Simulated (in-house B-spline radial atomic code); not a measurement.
The numbers below are computed, except where a source is named.
Extrapolating the RPA correlation energy in partial waves: Mn⁷⁺

All-electron RPA on Hartree-Fock orbitals from a B-spline radial code for spherical atoms, scalar-relativistic (spin-free one-electron X2C), finite nucleus, configuration [Ne] 3s2 3p6. With empty states up to angular momentum L the sums are:

```json
{"L": "3", "E_c(L) (hartree)": "-0.982498"}
{"L": "4", "E_c(L) (hartree)": "-1.063905"}
{"L": "5", "E_c(L) (hartree)": "-1.096262"}
{"L": "6", "E_c(L) (hartree)": "-1.111591"}
{"L": "7", "E_c(L) (hartree)": "-1.119758"}
```

For large l each further wave adds A/(l + 1/2)⁴, because the basis must build the cusp where two electrons meet.

(1) Estimate the limit from L = 6 and L = 7.

(2) How good is the estimate?

Answers

(1) Wave 7 adds -0.008167, against a sum of (l + 1/2)⁻⁴ of 3.16049e-04, so A = -25.841. The sum over l > 7 is ζ(4, 8.5) = 6.4602e-04, close to 1/(3 × 8³) = 6.5104e-04. The tail is -0.016694 and the limit -1.13645 hartree.

(2) A run to L = 11 sums to -1.13054 and extrapolates to -1.13479 hartree, 0.18 millihartree from the run before. The estimate differs from that by -1.66 millihartree, while the bare sum at L = 7 misses 15.0 millihartree (1.3 %).
